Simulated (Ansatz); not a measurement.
Ansatz (a program for electronic structure) input:

Ansatz 0.2 input:
```yaml
crystal:
  periodic: [false, false, false]
  atoms:
    - {symbol: Ge, position_ang: [0.22730056, -0.19776560, -0.01407944]}
    - {symbol: F, position_ang: [0.78367187, 1.44501103, 0.01262969]}
    - {symbol: F, position_ang: [-0.84716950, -0.33099937, -1.36934336]}
    - {symbol: F, position_ang: [-0.74468214, -0.41084510, 1.40677390]}
basis:
  gaussian:
    orbitals: aug-cc-pVDZ
magnetization: {spin_polarized: true, initial_magnetization: 1}
correlation: {method: ccsd_t, electrons: outside_noble_gas}
output: {forces: true}
```

Q: What final total energy does it print?

A: -2374.49820 Eh (CCSD(T)/aug-cc-pVDZ). The basis has 105 functions.

It need not be the lowest isomer of its formula.
